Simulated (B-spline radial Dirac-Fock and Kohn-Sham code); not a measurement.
# Subshell cross sections of N⁺, photon energy 2490 eV

System: the N⁺ ion in the configuration [He] 2s2 2p2.

Input of the calculation (task.json; shells as n, l, electrons):

```json
{"items": [{
  "Z": 7,
  "q": 1,
  "cfg": [[1, 0, 2], [2, 0, 2], [2, 1, 2]],
  "A": 14,
  "rrms": 2.5582,
  "do": ["binding", "quiet", "photo", "scan"],
  "hv": [21.22, 41.6, 60, 200, 228.0, 600, 1486.9, 1800.0, 2490.0, 6000, 17200.0, 17479.3, 30000, 42000.0, 42000.0, 42900.0]
}]}
```

Launch: `python xray_run.py task.json out`

The computed values come from an atomic code on a B-spline grid: a relativistic central-field model (Hartree-Slater potential of the initial state, Latter tail, multipole expansion of the photon field, Dirac-Fock thresholds). The asymmetry parameter β is from the dipole term alone. Kinetic energies are from the vacuum level. Open shells are spread statistically over j, without multiplet splitting.

The last column is dσ/dΩ = σ/(4π) · [1 − (β/2) P₂(cos θ)] at θ = 90° from the beam of unpolarised light.

```tsv
subshell	electrons	binding (eV)	kinetic (eV)	σ (kb)	β	dσ/dΩ (kb/sr)
K (1s)	2	432.6	2057.4	5.65	2.00	0.674
L1 (2s)	2	38.81	2451.2	0.315	2.00	0.0376
L2 (2p1/2)	0.67	28.08	2461.9	0.00374	0.30	0.000320
L3 (2p3/2)	1.33	28.06	2461.9	0.00739	0.29	0.000632
```

Branching ratios of the spin-orbit partners (statistical value in brackets): 2p 1.98 (2.00).
